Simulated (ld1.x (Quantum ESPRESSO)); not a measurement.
# aluminium: excitation energies, all-electron against TM

| Quantity | Value |
| --- | --- |
| Element | Al |
| Generator | ld1.x (Quantum ESPRESSO) 7.5 |
| Type | norm-conserving Troullier–Martins (Kleinman–Bylander form) |
| Functional | LDA (PZ) |
| Relativity | non-relativistic |
| Frozen core | [Ne] |
| Valence charge | 3 |
| Reference configuration | 3s1 3p0 (charge +2) |
| Partial waves | 3p (bound, empty): rc 1.45 bohr; 3s (bound): rc 1.60 bohr |
| Local potential | the s channel |
| Core correction | a·sin(br)/r model core inside 1.15 bohr |

Energies are relative to the spin-unpolarised reference configuration 3s1 3p0; without spin polarisation the order of configurations can differ from experiment. Spin-polarised rows fill each open shell by Hund’s rule, majority spin first.

```json
{"valence configuration": "3s2 3p1", "charge": "0", "ΔE all-electron (eV)": "-25.199", "error AE − PS (meV)": "+24"}
{"valence configuration": "3s2 3p0", "charge": "+1", "ΔE all-electron (eV)": "-19.343", "error AE − PS (meV)": "+5.5"}
{"valence configuration": "3s2 3p0.5", "charge": "+0.5", "ΔE all-electron (eV)": "-23.070", "error AE − PS (meV)": "+14"}
{"valence configuration": "3s1 3p1", "charge": "+1", "ΔE all-electron (eV)": "-13.562", "error AE − PS (meV)": "+7.3"}
{"valence configuration": "3s0 3p3", "charge": "0", "ΔE all-electron (eV)": "-14.764", "error AE − PS (meV)": "+23"}
{"valence configuration": "3s1 3p2", "charge": "0", "ΔE all-electron (eV)": "-20.077", "error AE − PS (meV)": "+24"}
{"valence configuration": "3s2 3p1.3", "charge": "-0.3", "ΔE all-electron (eV)": "-25.799", "error AE − PS (meV)": "+28"}
{"valence configuration": "3s1 3p0 (spin-polarised)", "charge": "+2", "ΔE all-electron (eV)": "-0.427", "error AE − PS (meV)": "+0.7"}
{"valence configuration": "3s2 3p1 (spin-polarised)", "charge": "0", "ΔE all-electron (eV)": "-25.335", "error AE − PS (meV)": "+25"}
```

Levels in the configuration 3s2 3p1.3:

```json
{"level": "3s", "all-electron (eV)": "-6.058", "pseudo (eV)": "-6.069"}
{"level": "3p", "all-electron (eV)": "-1.238", "pseudo (eV)": "-1.250"}
```
